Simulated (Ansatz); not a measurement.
One change: `C=C[SiH](O)O[SiH2]O` becomes `O[SiH2]O[SiH](O)O`.

Ansatz, PBE0-D4/def2-TZVP geometries, multiplicity 1. Each molecule was computed in one conformer, which needn't be the lowest.

| property | `C=C[SiH](O)O[SiH2]O` |
| --- | --- |
| size of the dipole moment (PBE/def2-TZVPP) / D | 1.50 |
| HOMO–LUMO gap (PBE/def2-TZVPP) / eV | 5.19 |
| HOMO energy (B3LYP/def2-TZVPP) / eV | -7.97 |
| HOMO–LUMO gap (PBE0/def2-TZVPP) / eV | 7.47 |
| LUMO energy (PBE0/def2-TZVPP) / eV | -0.74 |
| HOMO energy (ωB97M-V/def2-TZVPP) / eV | -10.46 |

Give the same properties after the change, and the shifts. (Estimate.)

The calculation gave: 
```csv
property,`O[SiH2]O[SiH](O)O`,shift
size of the dipole moment (PBE/def2-TZVPP) / D,3.18,1.68
HOMO–LUMO gap (PBE/def2-TZVPP) / eV,6.61,1.42
HOMO energy (B3LYP/def2-TZVPP) / eV,-8.61,-0.64
HOMO–LUMO gap (PBE0/def2-TZVPP) / eV,8.95,1.48
LUMO energy (PBE0/def2-TZVPP) / eV,0.15,0.89
HOMO energy (ωB97M-V/def2-TZVPP) / eV,-11.10,-0.64
```

With PBE0 the HOMO falls by 0.60 eV and the LUMO rises by 0.89 eV, so the gap widens by about 1.49 eV. PBE moves the HOMO by -0.41 eV and ωB97M-V by -0.64 eV. Dipoles are sizes alone; their direction can turn.

B3LYP here is the variant with VWN-RPA as its local correlation; programs differ in this.
